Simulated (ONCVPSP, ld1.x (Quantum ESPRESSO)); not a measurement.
## Pseudopotentials across the periodic table

Generated with ld1.x 7.5 (TM, RRKJ, ultrasoft, PAW), atompaw 4.2 or ONCVPSP 4.0.1. The cutoff is in Ry: for ld1.x and atompaw files where the sum of valence levels is converged to 10 mRy in a Bessel basis, for ONCV files where the hardest occupied wave has 1 mHa per electron of residual kinetic energy. The error is the largest all-electron minus pseudo excitation energy over each file’s own four to seven test configurations (ionisations up to +4, promotions, holes and added fractions of an electron), all of which were solved. The labels leave out finer settings (local radius, basis sizes, second energies), which also bear on the numbers. Spin-polarised tests are not counted. The rows are a selection from randomly drawn settings: files with unsolved tests, undetermined cutoffs or missed reference levels are left out.

A true bound ghost makes a file unfit for plane-wave use even where its test errors are small: the radial tests pick states by their node count and pass the ghost by.

| element | potential | cutoff (Ry) | largest error (meV) | bound ghosts |
| --- | --- | --- | --- | --- |
| Ne | TM, LDA (PZ), non-relativistic, rc 0.60/1.35/1.10 (spd), local p, core correction yes, reference 2s2 2p6 | 200 | +2010 | none |
| Al | TM, PBE, scalar-relativistic, rc 1.95/2.45/1.80 (spd), local s, core correction yes, reference 3s2 3p0 | 10 | -12 | none |
| S | TM, LDA (PZ), non-relativistic, rc 1.30/1.80/1.95 (spd), local p, core correction no, reference 3s1.75 3p4.25 | 35 | +353 | none |
| Cr | ONCV, PBEsol, scalar-relativistic, rc 1.15/1.10/1.10 (spd), local d, core correction yes, reference 3s2 3p6 3d5, qcut 10.6/12/11.3, projectors 3/2/0 | 116 | -36 | none |
| Br | ONCV, PBEsol, scalar-relativistic, rc 1.25/1.25 (sp), local p, core correction yes, reference 4s2 4p5, qcut 6.4/6, projectors 1/0 | 147 | -506 | s |
| Sb | ONCV, LDA (Perdew-Zunger), fully relativistic, rc 1.95/2.05/2.10 (spd), local smoothed, core correction yes, reference 5s2 5p1, qcut 3.5/4.7/5.3, projectors 2/2/1 | 22 | -271 | none |
| Lu | ONCV, LDA (Perdew-Zunger), scalar-relativistic, rc 1.90/2.05/2.25/1.10 (spdf), local smoothed, core correction no, reference 4f14 5s2 5p6 5d1 6s1.5, qcut 6/6.3/4.9/13.8, projectors 2/2/2/3 | 428 | -57 | none |
| Pt | ONCV, PBE, scalar-relativistic, rc 2.40/1.70/2.00 (spd), local smoothed, core correction yes, reference 5p6 5d9 6s1, qcut 2.1/7.1/7.5, projectors 2/2/1 | 38 | -111 | none |

**Question.** Fill in the row for O: ultrasoft, PBE, non-relativistic, rc 0.85/1.20/0.90 (spd), local smoothed, core correction no, reference 2s2 2p3.

**Answer.** cutoff 50 Ry, largest error -1829 meV, bound ghosts: none.
